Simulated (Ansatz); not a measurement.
The cluster Cu₁₂S. Charge 0, multiplicity 1. Geometry r2SCAN-D4/def2-SVP, basis def2-TZVP, Ansatz.

| atom | x (Å) | y (Å) | z (Å) |
| --- | --- | --- | --- |
| S1 | -2.765 | 1.547 | 1.033 |
| Cu2 | 1.075 | 0.524 | 0.351 |
| Cu3 | -0.656 | -1.360 | 1.016 |
| Cu4 | -0.835 | 0.793 | 1.883 |
| Cu5 | -2.486 | -0.414 | -0.037 |
| Cu6 | 2.970 | 1.702 | -0.553 |
| Cu7 | -1.081 | 1.558 | -0.449 |
| Cu8 | 1.145 | -0.677 | 2.305 |
| Cu9 | 2.270 | -0.334 | -1.500 |
| Cu10 | 0.899 | 1.611 | -1.734 |
| Cu11 | 1.244 | -1.938 | -0.149 |
| Cu12 | -1.502 | -2.488 | -0.800 |
| Cu13 | -0.278 | -0.524 | -1.367 |

```tsv
run	HOMO (eV)	LUMO (eV)
A	-4.94	-3.10
B	-4.54	-3.54
C	-4.97	-2.89
D	-4.55	-3.65
```

B3LYP takes the VWN-RPA correlation. Single mean-field runs in def2-TZVP are fitted with def2-universal-jkfit. Another isomer (singlet) lies 0.09 eV lower at PBE0-D4/def2-TZVP; other spin states weren't run for this one.

Question: The runs used B3LYP, PBE, PBE0, r2SCAN. Estimate which is which.

Answer: A B3LYP (20 % exact exchange); B r2SCAN (0 % exact exchange); C PBE0 (25 % exact exchange); D PBE (0 % exact exchange). Exact exchange lowers occupied and raises empty levels; among semilocal functionals meta-GGAs tend to open the gap a little, and such runs are hard to tell apart. The gap grows from 0.90 eV (PBE) to 2.09 eV (PBE0).
